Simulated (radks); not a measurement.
Task: All-electron atom: the aluminium ion Al2+ in [Ne] 3s1. All-electron calculation, Dirac Kohn-Sham, PBE, spin-unpolarised, spherical densities, finite nucleus; Fermi nuclear charge, rms radius 3.061 fm. Program: a radial shooting solver on a logarithmic mesh with Libxc functionals. Some entries of the table are withheld. Estimate them.

| orbital | occ. | eigenvalue (hartree) | <r^2> (bohr^2) |
|---|---|---|---|
| 1s1/2 | 2 | (1) | 0.01946 |
| 2s1/2 | 2 | (2) | 0.4678 |
| 2p1/2 | 2 | (3) | 0.4561 |
| 2p3/2 | 4 | (4) | 0.4593 |
| 3s1/2 | 1 | (5) | 5.567 |

Result: 
(1) 1s1/2 eigenvalue (hartree): -56.30708
(2) 2s1/2 eigenvalue (hartree): -4.73181
(3) 2p1/2 eigenvalue (hartree): -3.32760
(4) 2p3/2 eigenvalue (hartree): -3.31129
(5) 3s1/2 eigenvalue (hartree): -0.87269
